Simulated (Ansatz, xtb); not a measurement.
# Two isomers of C5H7NO2

We compare I, `CO[C@@H]1OC[C@H]1C#N`, a singlet, with II, `CO[C@@H]1CO[C@@H]1C#N`, a singlet. Both are isolated molecules in the gas phase, relaxed with B3LYP-D3(BJ)/def2-SVP; the shapes shown needn't be the lowest conformers.

I (Å):

```xyz
15

C    -2.0859   -0.1471    0.1132
C     0.0174    0.8576   -0.0957
C     1.9508    0.4600    0.5447
C     1.0763    1.7399    0.6047
C     1.5439    2.9270   -0.0897
N     1.9265    3.8596   -0.6614
O    -1.1308    0.7523    0.6486
O     0.8735   -0.2895   -0.0294
H    -2.9673   -0.1135    0.7669
H    -2.3838    0.1490   -0.9104
H    -1.6909   -1.1766    0.0853
H    -0.2100    1.1110   -1.1512
H     2.2729    0.0658    1.5220
H     2.8187    0.5344   -0.1303
H     0.7367    1.9955    1.6185
```

II (Å):

```xyz
15

C    -0.2940   -1.0797    0.8214
C     0.1791    1.2221    0.7409
C    -0.3558    2.6377    0.5025
C     1.1221    1.5516   -0.4737
C     0.8232    0.8099   -1.7042
N     0.5874    0.2154   -2.6699
O    -0.7712    0.2307    0.5962
O     0.6564    2.9037   -0.4910
H     0.1192   -1.1864    1.8430
H    -1.1462   -1.7625    0.7061
H     0.4847   -1.3649    0.0910
H     0.7602    1.1044    1.6752
H    -1.3732    2.6295    0.0763
H    -0.3039    3.3436    1.3464
H     2.2061    1.4901   -0.2737
```

Q: Which of the two would you expect CCSD(T)/def2-SVP + ΔMP2/def2-TZVPP electronic energies to favour?

A: Structure I; the calculation gives E(II) − E(I) = +0.432 eV.

Level by level:

```
                             level               geometry  E(II) − E(I) (eV)  departure from the last row (eV)  job, with rough time for the two
                          GFN2-xTB               GFN2-xTB              +0.385                            −0.048              optimisation, 0.21 s
                         HF/STO-3G               GFN2-xTB              +0.274                            −0.159              single point, 0.76 s
                r2SCAN-D4/def2-SVP               GFN2-xTB              +0.443                            +0.011               single point, 9.7 s
             B3LYP-D3(BJ)/def2-SVP  B3LYP-D3(BJ)/def2-SVP              +0.414                            −0.018                optimisation, 86 s
                       HF/def2-SVP  B3LYP-D3(BJ)/def2-SVP              +0.480                            +0.048           part of the CCSD(T) run
                      MP2/def2-SVP  B3LYP-D3(BJ)/def2-SVP              +0.461                            +0.029           part of the CCSD(T) run
                  CCSD(T)/def2-SVP  B3LYP-D3(BJ)/def2-SVP              +0.440                            +0.007                      single point
CCSD(T)/def2-SVP + ΔMP2/def2-TZVPP  B3LYP-D3(BJ)/def2-SVP              +0.432                                               single point, 4.3 min
```

As drawn, both hold the same kinds of bond in the same numbers.

The levels shown agree on the order. The largest departure from CCSD(T)/def2-SVP + ΔMP2/def2-TZVPP is that of HF/STO-3G, 0.159 eV. The last row adds to CCSD(T) the change of the MP2 difference between the two basis sets, here −0.007 eV.

With thermal terms from frequencies at re-optimised GFN2-xTB minima (ideal gas, soft modes damped towards free rotors, one conformer each, 298.15 K, 1 atm): the zero-point term adds −0.003 eV; ΔH is +0.429 and ΔG +0.434 eV.

The correlated steps freeze 8 core orbitals. Programs: Ansatz 0.2.0, xtb 6.7.1; the last row on 2 threads of Arm Neoverse V1 on a shared host.
